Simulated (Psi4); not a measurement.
Cl₂O₂W (SMILES [O]=[W](=[O])([Cl])[Cl]), singlet, at a GFN2-xTB geometry (such geometries of metal compounds can be far from the true shape) (core potentials on W); CAM-B3LYP/def2-SVP (Psi4 1.11).

Here is a job for Psi4.
```
memory 2 GB

molecule {
0 1
  W     0.22070827   -0.04383696    0.07248437
  O     1.42106711   -0.59757683   -0.95677366
  O     0.71530292    0.17325209    1.65839413
  Cl   -0.53569036    1.84374011   -0.68801677
  Cl   -1.43039034   -1.45323815    0.04232223
}

set basis def2-svp

energy('cam-b3lyp')
print_variables()
```

Problem. Predict the main parts of the log of this Psi4 run.

Solution. 
```
   => Loading Basis Set <=

    Name: DEF2-SVP
    Role: ORBITAL
    Keyword: BASIS

    !!!  WARNING: ECP capability is in beta. Please check occupations closely.  !!!

         ---------------------------------------------------------
                                   SCF
               by Justin Turney, Rob Parrish, Andy Simmonett
                          and Daniel G. A. Smith
                              RKS Reference
         ---------------------------------------------------------

  ==> Geometry <==

    Molecular point group: c1
    Full point group: C1

    Geometry (in Angstrom), charge = 0, multiplicity = 1:

       Center              X                  Y                   Z               Mass
    ------------   -----------------  -----------------  -----------------  -----------------
         W            0.199654002818    -0.039655175707     0.065569789704   183.950930920000
         O            1.400012842818    -0.593395045707    -0.963688240296    15.994914619570
         O            0.694248652818     0.177433874293     1.651479549704    15.994914619570
         CL          -0.556744627182     1.847921894293    -0.694931350296    34.968852682000
         CL          -1.451444607182    -1.449056365707     0.035407649704    34.968852682000

  Running in c1 symmetry.

  Rotational constants: A =      0.08735  B =      0.06090  C =      0.04916 [cm^-1]
  Rotational constants: A =   2618.74155  B =   1825.72566  C =   1473.69350 [MHz]
  Nuclear repulsion =  334.248301029773302

  Charge       = 0
  Multiplicity = 1
  Electrons    = 64
  Nalpha       = 32
  Nbeta        = 32

  ==> Algorithm <==

  SCF Algorithm Type is DF.
  DIIS enabled.
  MOM disabled.
  Fractional occupation disabled.
  Guess Type is SAD.
  Energy threshold   = 1.00e-06
  Density threshold  = 1.00e-06
  Integral threshold = 1.00e-12

  ==> Primary Basis <==

  Basis Set: DEF2-SVP
    Blend: DEF2-SVP
    Number of shells: 40
    Number of basis functions: 96
    Number of Cartesian functions: 105
    Spherical Harmonics?: true
    Max angular momentum: 3

  Core potential: DEF2-SVP
    Number of shells: 4
    Number of ECP primitives: 10
    Number of ECP core electrons: 60
    Max angular momentum: 3

  ==> DFT Potential <==

   => LibXC <=

    Version 7.1.2
    S. Lehtola, C. Steigemann, M. J. T. Oliveira, and M. A. L. Marques,  SoftwareX 7, 1–5 (2018) (10.1016/j.softx.2017.11.002)

   => Composite Functional: CAM-B3LYP <=

[...]
   @DF-RKS iter   6: -1137.65017180838868   -1.34597e-03   4.26639e-04 DIIS/ADIIS
   @DF-RKS iter   7: -1137.65075744749470   -5.85639e-04   1.58513e-04 DIIS/ADIIS
   @DF-RKS iter   8: -1137.65085703227692   -9.95848e-05   2.42461e-05 DIIS
   @DF-RKS iter   9: -1137.65085982218375   -2.78991e-06   1.23375e-05 DIIS
   @DF-RKS iter  10: -1137.65086044086820   -6.18684e-07   3.88897e-06 DIIS
   @DF-RKS iter  11: -1137.65086050360787   -6.27397e-08   3.63934e-07 DIIS
  Energy and wave function converged.

  ==> Post-Iterations <==

   Electrons on quadrature grid:
      Ntotal   =   64.0000955494 ; deviation = 9.555e-05

    Orbital Energies [Eh]
    ---------------------

    Doubly Occupied:

[...]
    Virtual:

[...]
      96A    574.296283

    Final Occupation by Irrep:
              A
    DOCC [    32 ]
    NA   [    32 ]
    NB   [    32 ]

  @DF-RKS Final Energy: -1137.65086050360787

   => Energetics <=

    Nuclear Repulsion Energy =            334.2483010297733017
    One-Electron Energy =               -2255.1722263814081089
    Two-Electron Energy =                 844.5309877877311919
    DFT Exchange-Correlation Energy =     -61.2579229397041445
    Empirical Dispersion Energy =           0.0000000000000000
    VV10 Nonlocal Energy =                  0.0000000000000000
    Total Energy =                      -1137.6508605036078734

Computation Completed

Properties will be evaluated at   0.000000,   0.000000,   0.000000 [a0]

Properties computed using the SCF density matrix

 Multipole Moments:

 ------------------------------------------------------------------------------------
     Multipole            Electronic (a.u.)      Nuclear  (a.u.)        Total (a.u.)
 ------------------------------------------------------------------------------------

 L = 1.  Multiply by 2.5417464519 to convert [e a0] to [Debye]
 Dipole X            :         26.8832739          -27.5710456           -0.6877716
 Dipole Y            :         -5.3395746            5.4761469            0.1365723
 Dipole Z            :          8.8289348           -9.0548030           -0.2258681
 Magnitude           :                                                    0.7366805

 ------------------------------------------------------------------------------------

  Variable Map:
  ----------------------------------------------------------------------------
[...]
  Array Variable Map:
  ----------------------------------------------------------------------------
[...]
[...]
```
